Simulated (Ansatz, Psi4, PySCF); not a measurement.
SiH4 (SMILES [SiH4]) and Si2H6 (SMILES [SiH3][SiH3]) are pulled apart as rigid monomers along the line of their centres of mass, from the B3LYP-D3(BJ)/def2-TZVP minimum. Starting geometry (charge 0, multiplicity 1):
```xyz
13

Si    -0.09560     0.11066    -0.15922
H     -0.20769    -1.14788     0.61127
H     -1.44792     0.59387    -0.51598
H      0.68626    -0.13496    -1.39233
H      0.59194     1.12906     0.66523
Si     0.90473    -0.88339     3.80382
Si    -0.78204     0.74549     3.78195
H      0.31693    -2.23260     3.62244
H      1.61396    -0.84684     5.10655
H      1.89049    -0.64340     2.72400
H     -1.62715     0.62025     2.57022
H     -0.18916     2.10434     3.80574
H     -1.65108     0.58537     4.97365
```

Interaction energies with rigid monomers; basis-set methods are counterpoise corrected unless marked otherwise.

Cores are frozen in the correlated methods.

The values were computed with Ansatz (Gaussian orbitals); Psi4 for SAPT; PySCF for the dispersion terms. Each number belongs to the level named beside it.

| Si1···H11 (Å) | PBE/def2-TZVPPD (meV) | r2SCAN-D4/def2-TZVPPD (meV) | B3LYP-D3(BJ)/def2-TZVPPD (meV) | MP2/aug-cc-pV(D+d)Z (meV) | SAPT0/jun-cc-pV(D+d)Z (meV) |
|---|---|---|---|---|---|
| 2.91 | 35.0 | [?] | -65.6 | -2.8 | 20.1 |
| 3.17 | -2.4 | -59.2 | -87.8 | -43.3 | -21.8 |
| 3.58 | -15.9 | -48.9 | -67.6 | -44.3 | -29.8 |
| 4.29 | -9.8 | -22.7 | -27.4 | [?] | -15.6 |
| 5.47 | -1.6 | -6.3 | -7.0 | -6.0 | -4.3 |

**Question.** Some entries are withheld; supply them.

**Answer.** 
- 4.29, MP2/aug-cc-pV(D+d)Z (meV): -22.1
- 2.91, r2SCAN-D4/def2-TZVPPD (meV): -35.9

Ansatz is an electronic-structure program.
